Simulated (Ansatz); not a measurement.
Input file for Ansatz (a quantum-chemistry and plane-wave program): R-BLYP/def2-TZVPP on FH3OSi (SMILES O[SiH2]F), a point of a torsion scan.

Ansatz 0.2 input:
```yaml
crystal:
  periodic: [false, false, false]
  atoms:
    - {symbol: O, position_ang: [1.15904131, -0.03215879, -0.44817315]}
    - {symbol: Si, position_ang: [-0.40652363, -0.07656541, -0.05872054]}
    - {symbol: F, position_ang: [-0.61529298, 0.92483650, 1.18724328]}
    - {symbol: H, position_ang: [1.84190947, 0.13786160, 0.19551445]}
    - {symbol: H, position_ang: [-0.81783325, -1.37173107, 0.45275617]}
    - {symbol: H, position_ang: [-1.11986679, 0.46644513, -1.19268166]}
basis:
  gaussian:
    orbitals: def2-TZVPP
hamiltonian:
  xc: {name: BLYP}
scf: {lower_state_search: off}
```

Program output:

```
WARN ansatz: RAYON_NUM_THREADS=1 ignored (pool sized by the plan → 1); use --threads N
Functional definition: BLYP
these checks for a lower state are left out or cut short: stability, starts, cluster_reference, orbital_swaps, neighbouring_geometries, increment
integrals: 0.05 GiB planned
772 factors; their error is unknown
mean field: 0.41 GiB planned
mean field evaluation 1: about -12687.1823 eV, gradient 7.3e1 eV
mean field evaluation 2: about -12651.8863 eV, gradient 1.5e2 eV
mean field evaluation 4: about -12694.9183 eV, gradient 1.3e1 eV
mean field evaluation 8: about -12695.1299 eV, gradient 1.8e-1 eV
mean field evaluation 16: about -12695.1299 eV, gradient 7.9e-6 eV
mean field -12695.12989424 eV, -466.5374185454 hartree, gradient 7.9e-6 eV, S^2 0.000000; 0 other end points of the search recorded, 0 dependent functions left out
reference -12695.13017187 eV, -466.5374287480 hartree; 17, 17 occupied and 129, 129 virtual orbitals, 772 factors
Total energy: -12695.13017187 eV, -466.5374287480 hartree
Checks for a lower state left out: stability, starts, cluster_reference, orbital_swaps, neighbouring_geometries, increment
```

The run converged.

Cost: about 0.9 core-seconds (a rough figure).
